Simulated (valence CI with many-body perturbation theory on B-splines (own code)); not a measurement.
**Energy levels of Ta LIX**

Method: configuration interaction combined with many-body perturbation theory (CI+MBPT): five valence electrons over a frozen Dirac-Fock core [Ne], a basis of 11 s, 11 p, 10 d, 8 f, 5 g, 2 h functions for each j, with the one-electron correlation potential Σ1 (screened to all orders), the two-electron term Σ2, the three-electron term Σ3, Breit, model QED; selected single and double excitations, second order for the rest, scaled by the run's own slope (own B-spline code, finite nucleus).

No measured spectrum was set against this ion. As an estimate, large intervals hold to a few tenths of a per cent, small ones and those within an open d or f shell to about a per cent. Among the levels kept, up to 3200 cm⁻¹ of a level comes from second order outside the variational space, and about a tenth of that is noise between levels of different J, which matters for small intervals.

Levels 1 to 45 of 166, with energies above the lowest level, (3s^2 3p1/2^2 3p3/2) J=3/2. "Leading %" is the weight of the configuration and term that name the level; weights of strongly mixed levels are sums over their largest components and can fall short, so below about 35 % the name and the second component can differ from the true leading terms, or belong to a minority configuration. In the jj column 3d3/2^4 stands for four electrons in 3d with j = 3/2. Lifetimes count E1, E2, E3, M1 and M2 decay at the calculated energies, and are blank where another channel may lead or the interval is too uncertain; long ones can be off by a factor of two.

```tsv
No.	Configuration	Term	J	E (eV)	Leading %	Lifetime	g	Second component	Leading jj
1	3s2.3p3	2P°	3/2	0.00	48		1.343	27 % 3s2.3p3 2D°	3s^2 3p1/2^2 3p3/2 (99 %)
2	3s2.3p2.3d	2D	3/2	225.65	41	83.6 ps	0.777	34 % 3s2.3p2.3d 4F	3s^2 3p1/2^2 3d3/2 (99 %)
3	3s2.3p2.3d	2D	5/2	314.68	33	4.59 ps	1.195	20 % 3s2.3p2.3d 4D	3s^2 3p1/2^2 3d5/2 (98 %)
4	3s2.3p3	4S°	3/2	319.15	55	3.16 ns	1.453	44 % 3s2.3p3 2D°	3s^2 3p1/2 3p3/2^2 (99 %)
5	3s2.3p3	2D°	5/2	330.78	99	10.3 ns	1.187		3s^2 3p1/2 3p3/2^2 (99 %)
6	3s2.3p3	2P°	1/2	345.87	99	5.31 ns	0.648		3s^2 3p1/2 3p3/2^2 (99 %)
7	3s.3p4	4P	5/2	489.82	66	3.14 ps	1.457	27 % 3s.3p4 2D	3s 3p1/2^2 3p3/2^2 (92 %)
8	3s.3p4	2P	3/2	519.19	33	1.20 ps	1.146	25 % 3s.3p4 2D	3s 3p1/2^2 3p3/2^2 (68 %)
9	3s.3p4	2S	1/2	520.94	54	1.61 ps	2.048	24 % 3s.3p4 4P	3s 3p1/2^2 3p3/2^2 (85 %)
10	3s2.3p2.3d	4F	5/2	542.33	47	122 ps	0.956	45 % 3s2.3p2.3d 2F	3s^2 3p1/2 3p3/2 3d3/2 (98 %)
11	3s2.3p2.3d	4D	1/2	545.53	80	91.4 ps	0.212	13 % 3s2.3p2.3d 2P	3s^2 3p1/2 3p3/2 3d3/2 (99 %)
12	3s2.3p2.3d	4F	3/2	545.72	33	3.98 ps	0.903	29 % 3s2.3p2.3d 4D	3s^2 3p1/2 3p3/2 3d3/2 (92 %)
13	3s2.3p2.3d	2G	7/2	554.44	52	924 ps	1.022	26 % 3s2.3p2.3d 2F	3s^2 3p1/2 3p3/2 3d3/2 (98 %)
14	3s2.3p2.3d	2D	5/2	583.59	36	351 fs	1.159	24 % 3s2.3p2.3d 2F	3s^2 3p1/2 3p3/2 3d3/2 (93 %)
15	3s2.3p2.3d	2P	1/2	593.47	38	265 fs	1.663	31 % 3s2.3p2.3d 4P	3s^2 3p1/2 3p3/2 3d3/2 (88 %)
16	3s2.3p2.3d	2D	3/2	594.04	26	187 fs	1.218	22 % 3s2.3p2.3d 4P	3s^2 3p1/2 3p3/2 3d3/2 (77 %)
17	3s2.3p2.3d	4D	7/2	618.87	47	877 ps	1.302	37 % 3s2.3p2.3d 4F	3s^2 3p1/2 3p3/2 3d5/2 (99 %)
18	3s2.3p2.3d	2P	3/2	630.97	45	5.32 ps	1.334	23 % 3s2.3p2.3d 4P	3s^2 3p1/2 3p3/2 3d5/2 (96 %)
19	3s2.3p2.3d	2G	9/2	631.60	62	188 ns	1.181	37 % 3s2.3p2.3d 4F	3s^2 3p1/2 3p3/2 3d5/2 (99 %)
20	3s2.3p2.3d	2F	5/2	634.48	37	6.25 ps	1.118	25 % 3s2.3p2.3d 2D	3s^2 3p1/2 3p3/2 3d5/2 (97 %)
21	3s2.3p2.3d	2D	5/2	654.71	41	1.44 ps	1.274	35 % 3s2.3p2.3d 4P	3s^2 3p1/2 3p3/2 3d5/2 (94 %)
22	3s2.3p2.3d	2F	7/2	655.77	62	2.23 ps	1.122	17 % 3s2.3p2.3d 4F	3s^2 3p1/2 3p3/2 3d5/2 (96 %)
23	3s2.3p2.3d	2D	3/2	664.27	61	2.88 ps	0.931	22 % 3s2.3p2.3d 2P	3s^2 3p1/2 3p3/2 3d5/2 (98 %)
24	3s2.3p3	2P°	3/2	666.83	51	844 ps	1.303	28 % 3s2.3p3 2D°	3s^2 3p3/2^3 (98 %)
25	3s2.3p2.3d	2P	1/2	668.08	54	2.03 ps	1.226	36 % 3s2.3p2.3d 2S	3s^2 3p1/2 3p3/2 3d5/2 (96 %)
26	3s.3p3.3d	4D°	5/2	711.11	29	24.7 ps	1.259	19 % 3s.3p3.3d 6D°	3s 3p1/2^2 3p3/2 3d3/2 (95 %)
27	3s.3p3.3d	4D°	3/2	713.24	27	11.2 ps	1.255	23 % 3s.3p3.3d 6D°	3s 3p1/2^2 3p3/2 3d3/2 (96 %)
28	3s.3p3.3d	4P°	1/2	715.38	45	25.3 ps	2.378	29 % 3s.3p3.3d 6D°	3s 3p1/2^2 3p3/2 3d3/2 (96 %)
29	3s.3p3.3d	4F°	7/2	721.46	23	24.1 ps	1.247	16 % 3s.3p3.3d 2F°	3s 3p1/2^2 3p3/2 3d3/2 (93 %)
30	3s.3p3.3d	2D°	3/2	739.56	28	1.64 ps	1.004	12 % 3s.3p3.3d 4F°	3s 3p1/2^2 3p3/2 3d3/2 (83 %)
31	3s.3p3.3d	2F°	5/2	750.75	21	921 fs	0.873	20 % 3s.3p3.3d 4G°	3s 3p1/2^2 3p3/2 3d3/2 (78 %)
32	3s.3p3.3d	4D°	1/2	755.05	43	797 fs	0.555	25 % 3s.3p3.3d 2P°	3s 3p1/2^2 3p3/2 3d3/2 (87 %)
33	3s2.3p.3d2	4G°	5/2	781.69	42	567 fs	0.782	28 % 3s2.3p.3d2 2F°	3s^2 3p1/2 3d3/2^2 (78 %)
34	3s.3p3.3d	4F°	9/2	788.15	49	27.8 ps	1.346	30 % 3s.3p3.3d 6D°	3s 3p1/2^2 3p3/2 3d5/2 (98 %)
35	3s.3p3.3d	4D°	5/2	804.58	30	2.63 ps	1.375	20 % 3s.3p3.3d 4P°	3s 3p1/2^2 3p3/2 3d5/2 (96 %)
36	3s.3p3.3d	4D°	7/2	812.13	31	3.07 ps	1.259	23 % 3s.3p3.3d 2F°	3s 3p1/2^2 3p3/2 3d5/2 (90 %)
37	3s.3p3.3d	2D°	3/2	813.82	32	2.27 ps	1.117	17 % 3s.3p3.3d 4D°	3s 3p1/2^2 3p3/2 3d5/2 (86 %)
38	3s.3p4	4P	3/2	819.93	69	956 fs	1.493	17 % 3s.3p4 2D	3s 3p1/2 3p3/2^3 (87 %)
39	3s2.3p.3d2	2P°	1/2	823.07	38	282 fs	0.633	36 % 3s2.3p.3d2 4D°	3s^2 3p1/2 3d3/2^2 (87 %)
40	3s2.3p.3d2	4F°	3/2	827.45	31	179 fs	0.792	26 % 3s2.3p.3d2 2D°	3s^2 3p1/2 3d3/2^2 (76 %)
41	3s.3p3.3d	2F°	7/2	828.99	28	911 fs	1.175	16 % 3s.3p3.3d 4D°	3s 3p1/2^2 3p3/2 3d5/2 (88 %)
42	3s.3p3.3d	2P°	1/2	837.60	46	2.86 ps	0.660	34 % 3s.3p3.3d 4D°	3s 3p1/2^2 3p3/2 3d5/2 (95 %)
43	3s.3p4	2D	5/2	837.74	63	951 fs	1.293	24 % 3s.3p4 4P	3s 3p1/2 3p3/2^3 (86 %)
44	3s.3p3.3d	2F°	5/2	842.72	20	1.02 ps	1.092	17 % 3s.3p3.3d 2D°	3s 3p1/2^2 3p3/2 3d5/2 (80 %)
45	3s.3p3.3d	2P°	3/2	844.77	25	915 fs	1.355	19 % 3s.3p3.3d 4D°	3s 3p1/2^2 3p3/2 3d5/2 (84 %)
```

The ionisation energy to 3s2.3p2 3P_0 of the next ion comes out as 5908.7 eV (NIST: 5907 ± 6 eV (theoretical)). All 166 levels together are meant to be complete up to 1295.17 eV.
